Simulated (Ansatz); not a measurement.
Reaction (ligand exchange at a B–O bond): `COBCN` + H–F → `NCBF` + CH₃OH

Gas-phase electronic energies from Ansatz, PBE0-D4/def2-TZVP geometries. CCSD(T)/CBS adds triple-zeta CCSD(T) − MP2 to the extrapolated MP2 energy (def2 sets, frozen cores). This one scheme is used for every species. Functionals use def2-TZVPP. Each species was taken in one conformer, which may not be the lowest.

`COBCN`:

```xyz
13

C     1.243    0.777    1.977
O     0.235    0.809    0.990
B     0.130   -0.135    0.037
C    -0.987    0.014   -1.053
N    -1.250   -1.232   -1.763
H     1.846    1.684    1.901
H     0.775    0.751    2.963
H     1.888   -0.098    1.859
H     0.920   -1.050    0.024
H    -0.678    0.852   -1.707
H    -1.908    0.358   -0.568
H    -1.829   -1.080   -2.578
H    -0.386   -1.650   -2.083
```

H–F:

```xyz
2

F     0.009    0.003    0.460
H    -0.009   -0.003   -0.460
```

`NCBF`:

Z-matrix (Å, degrees):
```
C
B 1 1.555
N 1 1.448 2 115.4
H 1 1.099 2 107.4 3 -123.5
H 1 1.111 2 104.1 3 127.0
F 2 1.326 1 120.2 3 -11.5
H 2 1.200 1 122.7 3 171.2
H 3 1.010 1 112.1 2 162.4
H 3 1.011 1 111.5 2 41.0
```

CH₃OH:

```xyz
6

C     0.179   -0.235    0.199
O    -0.925    0.531   -0.225
H    -0.154   -0.834    1.047
H     1.018    0.389    0.531
H     0.537   -0.919   -0.580
H    -0.654    1.068   -0.972
```

```json
{"level": "r2SCAN-D4", "ΔE (kJ/mol)": "-6.0"}
{"level": "r2SCAN", "ΔE (kJ/mol)": "-7.2"}
```

Task: What does CCSD(T)/CBS give? (An estimate is asked.)

Result: The calculation gave: +2.4 kJ/mol. The listed levels differ from it by -8.4, -9.6 kJ/mol.

Largest T1 diagnostic among the species: 0.012.

In def2-TZVPP, CCSD(T) changes the Hartree–Fock value by +16.9 kJ/mol (the triples alone add +2.5 kJ/mol) and MP2 by +19.3 kJ/mol. The D4 term adds +5.3 kJ/mol with B3LYP and +3.1 kJ/mol with PBE0; it sums over pairs of atoms, weighted by their polarisabilities, and B3LYP, whose exchange is more repulsive, gets the larger term.

B3LYP here is the variant with VWN-RPA as its local correlation; programs differ in this.
